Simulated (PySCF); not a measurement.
Species: C6H9Br.
Numbering: `[CH3:1][C@@:2]1([Br:3])[CH2:4][C@H:5]2[CH2:6][C@@H:7]12` (hydrogens: H8, H9, H10 on C1; H11, H12 on C4; H13 on C5; H14, H15 on C6; H16 on C7)

Structure used (PBE0-D3(BJ)/def2-SVP), in Å, numbered top down from 1:
```
atom  x, y, z in Å
C1    -1.089   -0.099    0.915
C2    -0.133    0.111   -0.233
Br3   -1.149   -0.019   -1.919
C4     0.774    1.373   -0.254
C5     1.995    0.471   -0.416
C6     2.083   -0.454    0.751
C7     1.112   -0.763   -0.350
H8    -1.576   -1.082    0.847
H9    -1.868    0.677    0.924
H10   -0.541   -0.047    1.869
H11    0.573    2.021   -1.115
H12    0.747    1.981    0.666
H13    2.840    0.666   -1.080
H14    2.956   -1.112    0.776
H15    1.739   -0.132    1.740
H16    1.161   -1.689   -0.927
```

Computed with PySCF at B3LYP/def2-SVPD, non-relativistic, on one gas-phase PBE0-D3(BJ)/def2-SVP geometry that isn't relaxed in the solvent. The solvent is an IEF-PCM continuum (cavity from Bondi-type radii × 1.2), and excitations are vertical TDDFT with non-equilibrium linear response and a frozen core. Only the electrostatic response of the medium enters. Spin–orbit coupling is left out although an atom past zinc is present.

| run | E − E(gas) (kcal/mol) | HOMO (eV) | HOMO–LUMO gap (eV) | dipole (D) | lowest singlet (eV) | static polarisability (au) |
| --- | --- | --- | --- | --- | --- | --- |
| gas | 0.00 | -7.35 | 6.86 | 2.25 | 5.70 | 89.1 |
| P | -2.14 | -7.35 | 6.84 | 2.88 | 5.70 | 113.2 |
| Q | -2.86 | -7.35 | 6.82 | 3.11 | 5.69 | 123.6 |

Q: The runs were made in acetone and chloroform. Which run belongs to which solvent?

A: P = chloroform, Q = acetone. The dielectric constants are 4.711 (chloroform), 20.49 (acetone), and the energy falls further as ε rises. The optical constants n² used for the excitations are 2.09, 1.85 in the same order. In this model the ground state sees the solvent through ε alone.

Q: How constant is the ratio of the lowering to (ε − 1)/(2ε + 1)?

A: 
| solvent | (ε − 1)/(2ε + 1) | E − E(gas) (kcal/mol) | ratio (kcal/mol) | polarisation term (kcal/mol) |
| --- | --- | --- | --- | --- |
| chloroform | 0.356 | -2.14 | -6.0 | -2.41 |
| acetone | 0.464 | -2.86 | -6.2 | -3.36 |

The ratio changes by +2.5 % in size from chloroform to acetone. The polarisation term is half the interaction of the solute with the induced surface charges.

The run took about 50 s of CPU time (one thread, shared machine). This is the whole response run at B3LYP/def2-SVPD in acetone, SCF included.
